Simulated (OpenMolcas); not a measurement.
# Nb3+: moving or changing the point charges

Nb3+ among 6 point charges of -1 e arranged as a trigonal prism (D3h), 2.1 Å from the ion, with a polar angle of 56.0° against the regular 49.1°.
```
   1.7404    0.0000    1.1751  -1.00
  -0.8702    1.5073    1.1751  -1.00
  -0.8702   -1.5073    1.1751  -1.00
   1.7404    0.0000   -1.1751  -1.00
  -0.8702    1.5073   -1.1751  -1.00
  -0.8702   -1.5073   -1.1751  -1.00
```

| Item | Value |
| --- | --- |
| Program | OpenMolcas |
| Method | SS-CASPT2, IPEA 0.25 Eh, imaginary shift 0.1 Eh (closed shells correlated: 4s 4p) |
| Basis | ANO-RCC-VDZP [6s5p3d1f] |
| Scalar Hamiltonian | DKH2, point nucleus |
| Active space | 2 electrons in 5 orbitals (4d) |
| State averaging | 2S+1 = 3 even, 10 roots; 2S+1 = 1 even, 15 roots |
| Spin-orbit coupling | state interaction with AMFI integrals over the reference wave functions |

Runs around this geometry, states (labels of D3, the rotations of D3h). Energies in cm-1 above the lowest state or level, χT in cm3 K/mol.

```json
{"R (Å)": "2.1", "q (e)": "-1", "Polar angle / regular": "1.05", "Ground state": "3E", "First state of that spin": "3A1 4520", "First gap with spin-orbit (degeneracies)": "530 (2, 2)", "χT at 300 K": "0.296", "First state of another spin": "1A1 6960"}
{"R (Å)": "2.1", "q (e)": "-0.5", "Polar angle / regular": "1.14", "Ground state": "3E", "First state of that spin": "3E 1360", "First gap with spin-orbit (degeneracies)": "460 (2, 2)", "χT at 300 K": "0.258", "First state of another spin": "1A1 7850"}
{"R (Å)": "1.97", "q (e)": "-1", "Polar angle / regular": "1.14", "Ground state": "3E", "First state of that spin": "3E 4640", "First gap with spin-orbit (degeneracies)": "530 (2, 2)", "χT at 300 K": "0.313", "First state of another spin": "1A1 7560"}
{"R (Å)": "2.1", "q (e)": "-1", "Polar angle / regular": "1.14", "Ground state": "3E", "First state of that spin": "3E 3340", "First gap with spin-orbit (degeneracies)": "540 (2, 2)", "χT at 300 K": "0.284", "First state of another spin": "1A1 7850"}
{"R (Å)": "2.19", "q (e)": "-1", "Polar angle / regular": "1.14", "Ground state": "3E", "First state of that spin": "3E 2670", "First gap with spin-orbit (degeneracies)": "530 (2, 2)", "χT at 300 K": "0.270", "First state of another spin": "1A1 7930"}
```

Taking the first state of the same spin as R^-n, n = -ln(2670 / 4640) / ln(2.19 / 1.97) = 5.2 between the shortest and longest distance.

Scaling the charges by -0.5 / -1 = 0.50 scales the first state of the same spin by 1360 / 3340 = 0.41; with fixed orbitals a first-order splitting would follow the charge.

Roots that are degenerate in the reference are averaged as groups; the widest CASPT2 spread within a group is 140 cm-1 (the 2-fold group of multiplicity 3 near 0 cm-1 above the lowest state of its run, R = 1.97, q = -1, ratio = 1.14). Shifts and gaps below about the spread of the groups concerned are not significant. An orbital doublet at a regular site is open to a Jahn-Teller distortion, which this geometry leaves out. Free-ion shares, where given, are those of the reference states; single-state CASPT2 does not remix them. The ground term spreads over less than 5000 cm-1, several times less than with real ligands, so orbital moments are less quenched and χT lies further from the spin-only value than at real sites (holds for R = 2.1, q = -1, ratio = 1.05; R = 2.1, q = -0.5, ratio = 1.14; R = 2.19, q = -1, ratio = 1.14). Point charges carry no covalency, so the field is a model and not that of real ligands. No measured value stands beside these numbers.
